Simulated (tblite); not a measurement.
Compound: C4H10Ge2O2.
Bonds: Ge1–Ge2, Ge2–O3, O3–C4, C4–C5 (double), C5–O6, O6–C7, C7–C8, C4–C8. Hydrogens: H9, H10, H11 on Ge1; H12, H13 on Ge2; H14 on C5; H15, H16 on C7; H17, H18 on C8.

Computed with GFN2-xTB (tblite), gas phase: L-BFGS steps from a force-field or distance-geometry start until the largest atomic force falls under 0.01 eV/Å.

Step 0: E = -697.7091 eV
```
atom  x, y, z in Å  |  force x, y, z in eV/Å
Ge1     2.6852    0.2523    1.1010   -0.147   0.024  -0.065
Ge2     1.7838   -1.2345   -0.5550    0.150   0.052   0.585
O3      0.6325   -0.3587   -1.6192   -0.945   0.020   0.572
C4     -0.6258    0.0989   -1.1937    2.442  -1.352   0.524
C5     -1.4552    0.7596   -1.9467   -0.699   0.637  -0.884
O6     -2.6238    1.0667   -1.2805   -0.600   0.565  -0.765
C7     -2.5831    0.5675    0.0467    0.357  -0.182   0.301
C8     -1.2074   -0.1148    0.1754    0.035  -0.676   0.550
H9      1.5798    0.6512    2.1167    0.609   0.014  -0.222
H10     3.2171    1.5244    0.4052   -0.115  -0.363   0.502
H11     3.8270   -0.4508    1.8594   -0.368   0.451  -0.150
H12     1.0688   -2.4316    0.1456    0.105   0.163  -0.413
H13     2.9555   -1.7757   -1.3948   -0.576   0.066  -0.203
H14    -1.2547    1.0376   -2.9843   -0.699   0.098   0.619
H15    -2.6807    1.4108    0.7762   -0.103  -0.476  -0.589
H16    -3.4109   -0.1642    0.2116    0.367   0.587  -0.210
H17    -0.5910    0.3774    0.9500   -0.118  -0.406  -0.188
H18    -1.3257   -1.2099    0.3832    0.303   0.777   0.035
```

Step 1: E = -697.8151 eV
```
atom  x, y, z in Å  |  force x, y, z in eV/Å
Ge1     2.6831    0.2527    1.1001   -0.103   0.046  -0.008
Ge2     1.7859   -1.2338   -0.5466    0.160   0.024   0.459
O3      0.6190   -0.3584   -1.6110    0.291  -0.457   0.274
C4     -0.5909    0.0796   -1.1862   -1.180   0.784  -0.735
C5     -1.4652    0.7687   -1.9593    1.153  -1.042   1.385
O6     -2.6324    1.0748   -1.2914   -0.274   0.231  -0.234
C7     -2.5780    0.5649    0.0510    0.363  -0.087  -0.284
C8     -1.2069   -0.1244    0.1832    0.177  -0.114   0.000
H9      1.5886    0.6514    2.1135    0.539   0.022  -0.184
H10     3.2155    1.5193    0.4124   -0.099  -0.313   0.446
H11     3.8217   -0.4444    1.8572   -0.329   0.409  -0.136
H12     1.0703   -2.4293    0.1397    0.082   0.125  -0.368
H13     2.9472   -1.7748   -1.3977   -0.558   0.072  -0.197
H14    -1.2647    1.0390   -2.9754   -0.559   0.264  -0.011
H15    -2.6822    1.4040    0.7678   -0.062  -0.280  -0.410
H16    -3.4056   -0.1558    0.2086    0.237   0.415  -0.182
H17    -0.5927    0.3716    0.9474   -0.029  -0.315   0.011
H18    -1.3214   -1.1988    0.3837    0.191   0.215   0.174
```

Problem. Estimate the geometry and energy of step 2. (The exact step hangs on the optimiser's Hessian estimate; all steps are aligned on step 1, rigid shifts and turns removed.)

Solution. E = -697.8946 eV, largest force 0.666 eV/Å
```
atom  x, y, z in Å  |  force x, y, z in eV/Å
Ge1     2.6810    0.2534    1.0996   -0.062   0.033   0.010
Ge2     1.7887   -1.2332   -0.5377    0.102   0.026   0.337
O3      0.6172   -0.3638   -1.6045    0.373  -0.442   0.193
C4     -0.5914    0.0815   -1.1922   -0.619   0.176   0.171
C5     -1.4551    0.7596   -1.9474    0.151  -0.187   0.323
O6     -2.6391    1.0808   -1.2986    0.292  -0.118   0.006
C7     -2.5715    0.5628    0.0493    0.183   0.016  -0.433
C8     -1.2046   -0.1296    0.1863    0.130   0.250  -0.314
H9      1.5986    0.6517    2.1100    0.452   0.040  -0.125
H10     3.2136    1.5134    0.4207   -0.076  -0.243   0.385
H11     3.8156   -0.4368    1.8547   -0.279   0.364  -0.107
H12     1.0719   -2.4268    0.1328    0.060   0.081  -0.312
H13     2.9372   -1.7735   -1.4013   -0.529   0.078  -0.187
H14    -1.2755    1.0427   -2.9720   -0.496   0.161   0.198
H15    -2.6835    1.3979    0.7594   -0.020  -0.136  -0.278
H16    -3.4007   -0.1474    0.2052    0.136   0.260  -0.164
H17    -0.5937    0.3655    0.9464    0.060  -0.226   0.095
H18    -1.3174   -1.1918    0.3860    0.140  -0.133   0.202
```

The energy changes by -0.0795 eV. The first-order estimate −F·Δx gives -0.1102 eV and the mean of the old and new forces, exact on a quadratic surface, -0.0790 eV. The step makes an angle of 35° with the force vector and moves no atom by more than 0.018 Å.

The cost below is that of the whole relaxation. The run took 1.1 s wall on one thread, Arm Neoverse V1 (aarch64), shared host.
